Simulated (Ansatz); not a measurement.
F$_{4}$Ti, singlet, at a GFN2-xTB geometry (such geometries of metal compounds can be far from the true shape); WB97X-V/def2-SVPD (Ansatz, an electronic-structure program).

Ansatz was given this input:
Ansatz 0.2 input:
```yaml
crystal:
  periodic: [false, false, false]
  atoms:
    - {symbol: Ti, position_ang: [-0.00000000, 0.00000000, -0.00000000]}
    - {symbol: F, position_ang: [1.09605918, 0.78825549, -1.02006553]}
    - {symbol: F, position_ang: [0.83942245, -1.05573028, 1.02177770]}
    - {symbol: F, position_ang: [-1.10669132, -0.87768495, -0.93173471]}
    - {symbol: F, position_ang: [-0.82879031, 1.14515974, 0.93002254]}
basis:
  gaussian:
    orbitals: def2-SVPD
hamiltonian:
  xc: {name: wB97X-V}
```

Question: Write the output that Ansatz gives for this input, abridged.

Answer: 
```
Functional definition: wB97X-V
1197 factors; their error is unknown
335 factors; integrals over basis functions are off by at most 1.3e-5 eV
mean field evaluation 1: about -33962.4039 eV, gradient 7.6e1 eV
mean field evaluation 2: about -33913.2579 eV, gradient 2.1e2 eV
mean field evaluation 4: about -33972.7751 eV, gradient 4.6e0 eV
mean field evaluation 8: about -33972.8819 eV, gradient 1.9e-2 eV
mean field evaluation 16: about -33972.8819 eV, gradient 6.8e-6 eV
mean field -33972.88189711 eV, -1248.4803820722 hartree, gradient 6.8e-6 eV, S^2 0.000000; 0 other end points of the search recorded, 0 dependent functions left out
reference -33972.88189472 eV, -1248.4803819844 hartree; 29, 29 occupied and 97, 97 virtual orbitals, 1197 factors
Total energy: -33972.88189472 eV, -1248.4803819844 hartree
```
